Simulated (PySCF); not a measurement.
## Calculated data, AlBH2NO

All values are calculated (PySCF 2.14.0). Calculation on a computer-drawn molecule: the log of a Hartree-Fock and frozen-core CCSD(T) single point meant for a local Hartree-Fock minimum, with one planted fault or none, to be diagnosed. Offsets are logged minus clean, where the clean run is the same molecule without the fault. The reference is restricted for singlets and unrestricted otherwise, and also for a bond in bohr or an excited solution. Adding or removing an electron swaps singlet and doublet. The excited solution moves the top pair (singlet) or top alpha electron (doublet) to the lowest empty orbital. Highest occupied and lowest empty are orbital energies over both spins, largest force is the largest gradient component, triples share is (T) over the correlation energy, the T1 limit is 0.02 restricted and 0.045 unrestricted, electrons count all cores, a negative frequency is imaginary (commonest isotopes), and the dipole is about the centre of nuclear charge.

```yaml
- formula: AlBH2NO
  logged_structure:
    atoms_angstrom:
      - ["N", -1.8058, -1.3614, 0.5298]
      - [B, -0.6719, -1.3427, 0.0462]
      - [Al, 1.3169, -1.3652, -0.7307]
      - [O, 1.6696, -0.4247, -2.0907]
      - [H, -2.7127, -1.3761, 0.916]
      - [H, 1.1107, 0.1415, -2.5978]
  given:
    meant_charge: 0
    meant_multiplicity: 2
    meant_basis: "cc-pV(D+d)Z"
    logged_electrons: 35
    logged_basis_functions: 26
    logged_SCF_converged: "yes"
    logged_spin_squared: 0.7649
    "logged_highest_occupied [eV]": -4.9904
    "logged_lowest_empty [eV]": 6.9801
    "logged_largest_force [hartree/bohr]": 0.087528
    logged_T1_diagnostic: 0.023813
    logged_D1_diagnostic: 0.073227
    logged_triples_share: 0.042608
    logged_CC_converged: "yes"
    "logged_dipole_magnitude [debye]": 1.2632
    logged_SCF_stable_within_its_kind: "yes"
    "logged_energy_HF [hartree]": -392.09718
    "logged_energy_CCSD(T) [hartree]": -392.29893
    possible_faults: "no fault, one electron removed, one electron added, multiplicity raised by two, geometry at a saddle point, SCF held on an excited solution, minimal basis STO-3G, one bond length entered in bohr, all coordinates scaled"
    drawn_bonds_atom: [1, 2, 3, 1, 4]
    drawn_bonds_other_atom: [2, 3, 4, 5, 6]
    drawn_bonds_order: [2, 1, 1, 1, 1]
  results:
    planted_fault: "minimal basis STO-3G"
    "HF_energy_offset_from_clean_run [kcal/mol]": 3155
    "CCSD(T)_energy_offset_from_clean_run [kcal/mol]": 3347
```
